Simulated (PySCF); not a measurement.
C2H7BrSi, SMILES C[SiH](C)Br. Geometry: PBE-D3(BJ)/def2-SVP.

All values below come from PBE-D3(BJ)/def2-SVP (PySCF).

Harmonic wavenumbers (cm⁻¹): 156, 163, 163, 176, 223, 389, 601, 640, 679, 685, 755, 832, 858, 877, 1213, 1218, 1371, 1376, 1379, 1389, 2163, 2975, 2975, 3074, 3075, 3089, 3089. Rotational constants (GHz): 5.256, 1.945, 1.551; symmetry number 1.

Q: Work out the zero-point energy and the ideal-gas rigid-rotor harmonic-oscillator thermochemistry at 298.15 K and 1 atm.

A: ZPE = ½ Σ hcν = ½ × 35585 cm⁻¹ = 212.84 kJ/mol. H − E(el) = 233.80 kJ/mol. Entropy in J/(mol K): translation 170.29, rotation 114.68, vibration 64.10, total 349.07. G − E(el) = 129.73 kJ/mol. Cp = 107.81 J/(mol K).
